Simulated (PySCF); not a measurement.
In(F)(iPr)2, SMILES C[CH](C)[In]([F])[CH](C)C (C6H14FIn) at its GFN2-xTB optimised geometry (Å):

```
22

In     0.0398    -0.6093     0.0000
F     -0.4689    -2.5654    -0.0959
C     -2.0009     0.5566     0.0000
C     -1.7842     2.0305     0.2665
C     -2.8996    -0.1212     1.0108
H     -2.3782     0.3955    -1.0127
H     -2.7363     2.5654     0.2142
H     -1.3644     2.1910     1.2601
H     -1.1097     2.4684    -0.4707
H     -2.9261    -1.1969     0.8281
H     -3.9197     0.2637     0.9369
H     -2.5434     0.0511     2.0278
C      2.3878    -0.6093     0.0000
C      2.8300    -1.2132    -1.3144
C      2.8317    -1.4240     1.1939
H      2.7041     0.4319     0.0875
H      3.9186    -1.3066    -1.3454
H      2.4009    -2.2094    -1.4327
H      2.5141    -0.5940    -2.1569
H      2.5236    -0.9505     2.1287
H      3.9197    -1.5281     1.2039
H      2.3963    -2.4235     1.1489
```

Computed with PBE0/def2-SVP, def2 effective core potentials past Kr run with PySCF. The core electrons that the potentials of In replace are not part of the density. Cells within 0.4 Å of a nucleus heavier than hydrogen are left out (blank, or x).

Map of the deformation density (molecule minus spherical neutral atoms) (e/bohr³) on the plane z = 0.8 Å:

```
|111111111111111111111111111|
|111111111111111111111111111|
|111111111111111111111111111|
|111111111111111111111111111|
|111111111111111111111111111|
|111111111111111111111111111|
|111111110000111111111111111|
|111111011111111111111111111|
|111111012582011111111111111|
|111111000361011111111111111|
|111110000110011111111111111|
|111101000000111111101111111|
|111016323001111111110111111|
|1110286x4111111110000011111|
|111112460011111110010001111|
|111101691001011111461101111|
|111110120011000100253410111|
|111111000111111100331210111|
|111111111111211100331011111|
|111111111111211110010111111|
|111111111111111111011111111|
|111111111111111111111111111|
|111111111111111111111111111|
|111111111111111111111111111|
|111111111111111111111111111|
|111111111111111111111111111|
|111111111111111111111111111|
```
Scale: ten equal steps from -0.013 (start of '0') to 0.082 (end of '9'), in the order '0123456789'; x runs from -6.00 to 6.00, y from -6.00 (bottom) to 6.00 (top).
